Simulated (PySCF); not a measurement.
(AgOH)2 ring, Ag2H2O2 (singlet state).
Bonds: Ag1–O2, Ag1–O4, O2–Ag3, Ag3–O4. Hydrogens: H5 on O2; H6 on O4.

A linear-response calculation (PySCF, def2-SVPD basis, gas phase, vertical, core orbitals frozen in the response) gave these numbers; the functional is withheld.

Orbital energies (eV): HOMO-3 -7.53, HOMO-2 -6.92, HOMO-1 -6.87, HOMO -6.16, LUMO -2.62, LUMO+1 -1.81, LUMO+2 -0.08.

| state | E (eV) | f | main configurations (H = HOMO, L = LUMO) |
| --- | --- | --- | --- |
| S1 | 2.66 | 0.0055 | H→L (99%) |
| S2 | 3.23 | 0.0000 | H-1→L (57%), H→L+1 (42%) |
| S3 | 3.33 | 0.0000 | H→L+1 (56%), H-1→L (43%) |
| S4 | 3.34 | 0.114 | H-2→L (97%) |
| S5 | 3.89 | 0.013 | H-3→L (86%), H-2→L+1 (11%) |
| S6 | 4.16 | 0.0021 | H-4→L (49%), H-1→L+1 (47%) |

Triplets (Tamm–Dancoff): T1 2.13 eV, H→L (94%); T2 2.67 eV, H-1→L (57%), H→L+1 (40%); T3 2.93 eV, H-2→L (97%); T4 3.28 eV, H→L+1 (58%), H-1→L (40%).

Vertical ionisation energy by ΔSCF with the same functional: 8.31 eV. Mean static polarisability: 61.8 au.

Task: Which of these was used?
A. B3LYP
B. PBE
C. HF
D. CAM-B3LYP

Result: A. B3LYP is a global hybrid with 20% exact exchange. In this run −ε(HOMO) = 6.16 eV differs from the ΔSCF value by -2.15 eV, and S1 differs from the orbital gap of 3.54 eV by -0.88 eV. The ratio −ε(HOMO)/IP is 0.74. Usual ranges for neutral molecules in this basis: 0.67 to 0.83 with B3LYP, 0.5 to 0.7 with PBE, 0.85 to 0.93 with CAM-B3LYP; Hartree–Fock can't fall below 1, since the ion's relaxation only lowers the ΔSCF value. The other options: PBE, a GGA without exact exchange; HF, time-dependent Hartree–Fock, 100% exact exchange; CAM-B3LYP, range-separated, 19% exact exchange at short range and 65% at long range (ω = 0.33 bohr⁻¹).

Method used: TDDFT B3LYP/def2-SVPD, vertical, gas phase, core orbitals frozen in the response, def2 core potentials past Kr in PySCF. Isolated species at its PBE0-D3(BJ)/def2-SVP geometry, gas phase. Spin–orbit coupling is left out.
